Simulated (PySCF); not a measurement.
H4P, charge +1. Atoms are numbered in the order given.

```xyz
5

P      0.0000     0.0000     0.0000
H      0.8071    -0.8071    -0.8071
H     -0.8071    -0.8071     0.8071
H     -0.8071     0.8071    -0.8071
H      0.8071     0.8071     0.8071
```
Charge +1, spin multiplicity 1.

Coordinates come from a B3LYP-D3(BJ)/def2-TZVPD optimisation. The isomer is the one that the SMILES or the coordinates give; other isomers of the formula were not compared.

Calculation: TDA-CAM-B3LYP/def2-TZVPD run with PySCF 2.14.0.

Vertical excitations; the highest root listed may be one member of a degenerate set.  State labels are in the subgroup D2.

### Question
Give excitation energies, oscillator strengths and character. (An estimate is asked for; the answer gives what the named calculation found.)

### Answer

```csv
state,symmetry,energy (eV),λ (nm),f,main pairs
S1,B2,11.13,111,0.000,"HOMO→LUMO, HOMO−2→LUMO+2 (degenerate set)"
S2,B3,11.13,111,0.000,"HOMO−2→LUMO+1, HOMO−1→LUMO (degenerate set)"
S3,B1,11.13,111,0.000,"HOMO→LUMO+1, HOMO−1→LUMO+2 (degenerate set)"
S4,A,11.42,109,0.000,"HOMO→LUMO+2, HOMO−2→LUMO (degenerate set)"
S5,A,11.42,109,0.000,"HOMO−1→LUMO+1, HOMO−2→LUMO (degenerate set)"
S6,B1,12.21,102,0.018,HOMO−2→LUMO+3 (degenerate set)
S7,B2,12.21,102,0.018,HOMO−1→LUMO+3 (degenerate set)
S8,B3,12.21,102,0.018,HOMO→LUMO+3 (degenerate set)
S9,A,12.23,101,0.000,"HOMO→LUMO+2 33 %, HOMO−1→LUMO+1 33 %, HOMO−2→LUMO 33 %"
S10,B1,12.85,96,0.554,"HOMO−1→LUMO+2 28 %, HOMO→LUMO+1 28 %, HOMO−2→LUMO+3 24 %, HOMO−2→LUMO+4 16 %"
T1,A,9.96,125,0,"HOMO−2→LUMO 31 %, HOMO→LUMO+2 31 %, HOMO−1→LUMO+1 31 %"
T2,B2,10.06,123,0,"HOMO→LUMO, HOMO−2→LUMO+2, HOMO−1→LUMO+3 (degenerate set)"
T3,B3,10.06,123,0,"HOMO−1→LUMO, HOMO−2→LUMO+1, HOMO→LUMO+3 (degenerate set)"
T4,B1,10.06,123,0,"HOMO→LUMO+1, HOMO−1→LUMO+2, HOMO−2→LUMO+3 (degenerate set)"
```
Triplets are in the Tamm–Dancoff approximation.
